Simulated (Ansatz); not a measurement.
Stepwise reaction of `[SiH3][O][In]([Cl])[Cl]` with hydrogen fluoride, as a gas-phase model of exchange steps in deposition or etching. ΔE in kJ/mol.

Gas-phase electronic energies from Ansatz, PBE0-D4/def2-TZVP geometries. CBS: MP2 limit from def2 TZ/QZ plus the TZ coupled-cluster correction, frozen cores. This one scheme is used for every species. DFT in def2-TZVPP. B3LYP here is the variant with VWN-RPA as its local correlation; programs differ in this. Elements past krypton have def2 core potentials. For In outer-core shells are correlated without core-valence functions, which leaves a few kJ/mol of doubt a bond. One conformer a species, not always the lowest.

```tsv
step	reaction	PBE-D4	B3LYP-D4	ωB97M-V	CCSD(T)/CBS
1	`[SiH3][O][In]([Cl])[Cl]` + H–F → `[F][In]([Cl])[O][SiH3]` + HCl	57.4	59.2	60.5	64.9
```

Task: Give the row of step 2, `[F][In]([Cl])[O][SiH3]` + H–F → `[F][In]([F])[O][SiH3]` + HCl. (Estimate.)

Result: Computed: 
| step | reaction | PBE-D4 | B3LYP-D4 | ωB97M-V | CCSD(T)/CBS |
| --- | --- | --- | --- | --- | --- |
| 2 | `[F][In]([Cl])[O][SiH3]` + H–F → `[F][In]([F])[O][SiH3]` + HCl | 60.8 | 62.6 | 64.1 | 67.6 |

Task: By hand: ΔE of the 2 steps together at CCSD(T)/CBS.

Result: (64.9) + (67.6) = 132.5 kJ/mol, or 66.2 kJ/mol a step.

In ΔE the steps differ by no more than 2.7 kJ/mol. All are uphill at CCSD(T)/CBS. PBE-D4 differs from CCSD(T)/CBS by -7.5 to -6.8 kJ/mol a step. Isolated molecules leave out the surface, adducts and barriers. Largest T1 diagnostic: 0.017.
